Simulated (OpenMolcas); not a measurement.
**What dynamic correlation does to the levels of Cl+**

| Item | Value |
| --- | --- |
| Program | OpenMolcas |
| Basis | ANO-RCC [8s7p5d4f2g] |
| Scalar Hamiltonian | DKH2, point nucleus |
| Active space | 6 electrons in 9 orbitals (RAS2 3s 3p; RAS3 3d, at most 2 electrons) |
| State averaging | 2S+1 = 3 even, 3 roots; 2S+1 = 1 even, 6 roots; 2S+1 = 3 odd, 3 roots; 2S+1 = 1 odd, 3 roots |
| Spin-orbit coupling | RASSI with atomic mean-field integrals over the reference wave functions, term energies averaged over their components |

Methods on the same reference wave functions:
A. RASSCF
B. SS-RASPT2, IPEA 0.25 Eh, imaginary shift 0.1 Eh (closed shells correlated: 2s 2p)

Energies in cm⁻¹ above 3s² 3p⁴ ³P₂, the measured ground level; measured values from NIST Handbook of Basic Atomic Spectroscopic Data.

| Level | A | B | Measured |
| --- | --- | --- | --- |
| 3s² 3p⁴ ³P₂ | 0.0 | 0.0 | 0.0 |
| 3s² 3p⁴ ³P₁ | 625 | 628 | 696 |
| 3s² 3p⁴ ³P₀ | 906 | 906 | 996 |
| 3s² 3p⁴ ¹D₂ | 13459 | 11660 | 11654 |
| 3s² 3p⁴ ¹S₀ | 29508 | 27860 | 27878 |
| 3s 3p⁵ ³P°₂ | 94484 | 95090 | 93368 |
| 3s 3p⁵ ³P°₁ | 95057 | 95670 | 94000 |
| 3s 3p⁵ ³P°₀ | 95349 | 95960 | 94334 |

Deviations, from unrounded energies. A percentage is the sum of absolute deviations over the sum of measured energies, with the sign that they share, or ± where signs differ.

| Against measurement | Levels | A | B |
| --- | --- | --- | --- |
| mean absolute deviation (cm-1) | 7 | 970 | 740 |
| fine structure of the ground term (%) | 2 | -9.5 | -9.4 |
| other terms of the ground configuration (%) | 2 | +8.7 | ±0.0 |
| other configurations (%) | 3 | +1.1 | +1.8 |

B lies closest to measurement on these levels. The largest miss of B in the table is 3s 3p⁵ ³P°₂, by +1700 cm-1. The ranking rests on the paired levels alone, and a cruder setting can come out closer through cancelling errors.

From A to B the spin-free energies of the other terms of 3s² 3p⁴ shown, above ³P, scale by factors of 0.86 to 0.94.

The lowest spin-free term lies below A's lowest term by 0.231 hartree in B.

CASPT2 breaks the degeneracy within a term, and the mean is taken; among the terms shown or strongly mixed into the levels shown the widest spread is 34 cm-1 (3s² 3p⁴ ¹D, B). The run also gave levels led by 3s² 3p³ 3d, which use shells meant for correlation; these and all levels above them are left out. Some terms mix strongly with configurations of 3d, whose occupation reaches 0.28 (3s 3p⁵ ³P°). Without dynamic correlation excited terms often stand tens of per cent too high (terms of higher spin than the ground term too low), and those without a measured partner can miss by more than the paired ones (holds for A). Measured partners are found by configuration, term and J. A level has none where our copy of the source lacks it or the pairing is in doubt (some pairs that miss far off the trend of their configuration count as doubtful), and it then counts in no deviation. Only configurations of the active space appear. The table leaves out levels that lie high or whose names do not pair safely across all columns.

° marks odd parity.
